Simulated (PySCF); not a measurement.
# Electron correlation in Cl⁺ (chlorine, charge +1)

[Ne] 3s2 3p4, high-spin 3P determinant. Calculation: PySCF 2.14, in def2-TZVP (5s5p2d1f, 37 functions); no relativity, point nucleus. Frozen: [Ne]; 6 electrons correlated.

MP2 pair energies summed by pair of shells (mhartree):

```json
{"pair": "3p-3p", "energy": "-56.79", "share (%)": "47.0"}
{"pair": "3s-3p", "energy": "-55.01", "share (%)": "45.5"}
{"pair": "3s-3s", "energy": "-9.07", "share (%)": "7.5"}
```

Total MP2 correlation energy: -120.87 mhartree.

Same-spin part -28.03 and opposite-spin part -92.83 mhartree; SCS-MP2 scales them by 1/3 and 6/5 to -120.75 mhartree.

| level | correlation energy (mhartree) |
| --- | --- |
| CCSD | -146.51 |
| (T) | -4.33 |
| CCSD(T) | -150.84 |

Diagnostics: T1 = 0.0087, D1 = 0.0281, largest double amplitude 0.060.

Cost of the coupled-cluster step: 0.43 s of wall time on 1 thread of Neoverse-V2 (shared host), for 6 correlated electrons.

Iterations:

```
CC2 = 0
CCSD nocc = (np.int64(4), np.int64(2)), nmo = (32, 32)
frozen orbitals [[0, 1, 2, 3, 4], [0, 1, 2, 3, 4]]
max_cycle = 100
direct = 0
conv_tol = 1e-08
conv_tol_normt = 1e-06
diis_space = 8
diis_start_cycle = 0
Init t2, MP2 energy = -0.120866744734555
Init E_corr(UCCSD) = -0.120866744735235
cycle = 1  E_corr(UCCSD) = -0.140229557908973  dE = -0.0193628132  norm(t1,t2) = 0.0431641
cycle = 2  E_corr(UCCSD) = -0.144542735028134  dE = -0.00431317712  norm(t1,t2) = 0.014296
cycle = 3  E_corr(UCCSD) = -0.146566362560888  dE = -0.00202362753  norm(t1,t2) = 0.00579166
cycle = 4  E_corr(UCCSD) = -0.146507904408225  dE = 5.84581527e-05  norm(t1,t2) = 0.000713291
cycle = 5  E_corr(UCCSD) = -0.146510985115419  dE = -3.08070719e-06  norm(t1,t2) = 9.24743e-05
cycle = 6  E_corr(UCCSD) = -0.146510691415944  dE = 2.93699476e-07  norm(t1,t2) = 1.70166e-05
cycle = 7  E_corr(UCCSD) = -0.146511044524912  dE = -3.53108968e-07  norm(t1,t2) = 2.84275e-06
cycle = 8  E_corr(UCCSD) = -0.146510943983199  dE = 1.00541713e-07  norm(t1,t2) = 7.78349e-07
cycle = 9  E_corr(UCCSD) = -0.146510959224964  dE = -1.52417654e-08  norm(t1,t2) = 1.71634e-07
cycle = 10  E_corr(UCCSD) = -0.146510958502521  dE = 7.22443383e-10  norm(t1,t2) = 3.50058e-08
UCCSD converged
E(UCCSD) = -459.1906590526997  E_corr = -0.1465109585025211
UCCSD(T) correction = -0.00433177803788662
```
